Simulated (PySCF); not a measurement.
C₆ coefficients of unlike pairs at PBE

Calculated with PySCF 2.14 from the dipole response of each species, C₆(A,B) = (3/π) ∫ α_A(iu) α_B(iu) du, in atomic units, from isotropic polarisabilities. For ions this is the dispersion term alone; charge-induced terms of lower order in 1/R come first.

```tsv
species	configuration	basis	relativity	α (bohr³)	C₆ (like pair)
V⁺	[Ar] 3d4 (5D)	def2-TZVPPD (6s6p4d2f1g)	none	15.14	45.99
Sc²⁺	[Ar] 3d1 (2D)	aug-cc-pwCVTZ-DK with one added diffuse shell each of s, p, d, f, g type (11s10p8d5f4g)	spin-free X2C	5.207	15.20
Ar	[Ar] (1S)	aug-cc-pwCVQZ (10s9p7d5f3g)	none	11.85	69.76
Hf²⁺	[Xe] 4f14 5d2 (3F)	aug-cc-pwCVTZ-PP with ECP60MDF (8s8p7d4f3g)	core potential	15.59	77.05
```

**Question.** Estimate C₆ for Hf²⁺ with Sc²⁺.

**Answer.** The integral gives 33.40. The combination rule 2 C_A C_B / (C_A α_B/α_A + C_B α_A/α_B) gives 32.88 and the geometric mean 34.22.

No spin-orbit coupling is included.

The other pairs:

| pair | C₆ |
| --- | --- |
| Ar, Sc²⁺ | 31.97 |
| Ar, V⁺ | 54.40 |
| Sc²⁺, V⁺ | 25.20 |
| Hf²⁺, V⁺ | 58.87 |
| Hf²⁺, Ar | 72.59 |
